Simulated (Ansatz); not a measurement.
Job for Ansatz (an electronic-structure program): R-revPBE/def2-TZVPPD on HI (SMILES I) with ghost functions. Elements past Kr take the def2 small-core potentials; no spin–orbit coupling. Files ending in .json are basis or fitting sets from the Basis Set Exchange.

Ansatz 0.2 input:
```yaml
crystal:
  periodic: [false, false, false]
  atoms:
    - {symbol: I, position_ang: [0.09519646, -0.03961787, 3.80816139]}
    - {symbol: H, position_ang: [-1.49075591, 0.19498922, 3.60913124]}
basis:
  gaussian:
    orbitals: def2-TZVPPD.json
    ghost_atoms:
      - {symbol: O, position_ang: [1.13097344, -0.11991734, -0.02415050]}
      - {symbol: C, position_ang: [-0.00881629, 0.04349541, 0.10863795]}
      - {symbol: O, position_ang: [-1.15079624, 0.20741376, 0.23111172]}
hamiltonian:
  xc: {name: revPBE}
scf: {lower_state_search: off}
```

Output:

```
WARN ansatz: RAYON_NUM_THREADS=1 ignored (pool sized by the plan → 1); use --threads N
Functional definition: revPBE
these checks for a lower state are left out or cut short: stability, starts, cluster_reference, orbital_swaps, neighbouring_geometries, increment
integrals: 0.09 GiB planned
993 factors; their error is unknown
mean field: 0.68 GiB planned
mean field evaluation 1: about -8118.3454 eV, gradient 7.6e0 eV
mean field evaluation 2: about -8118.2614 eV, gradient 1.2e1 eV
mean field evaluation 4: about -8118.5281 eV, gradient 6.4e-1 eV
mean field evaluation 8: about -8118.5176 eV, gradient 8.7e-3 eV
mean field -8118.51759085 eV, -298.3500185349 hartree, gradient 1.3e-6 eV, S^2 0.000000; 0 other end points of the search recorded, 0 dependent functions left out
reference -8118.51765249 eV, -298.3500208001 hartree; 13, 13 occupied and 180, 180 virtual orbitals, 993 factors
Total energy: -8118.51765249 eV, -298.3500208001 hartree
Checks for a lower state left out: stability, starts, cluster_reference, orbital_swaps, neighbouring_geometries, increment
```

The run converged.

Cost: roughly 2.2 core-seconds.
